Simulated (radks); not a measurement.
The neodymium ion Nd11+ is in [Kr] 4d10 4f1 5s2. Method: non-relativistic Kohn-Sham, PBE, spin-polarised, spherical densities, point nucleus; computed with a radial shooting solver on a logarithmic mesh with Libxc functionals. Open shells are filled with parallel spins first. One electron is removed from 5s, 4p, 4d, 4f in turn, with full relaxation. Which removal costs least, and what does each cost?

Answer. 5s 195.83 eV; 4f 197.80 eV; 4d 318.37 eV; 4p 418.71 eV. The 5s electron leaves first.
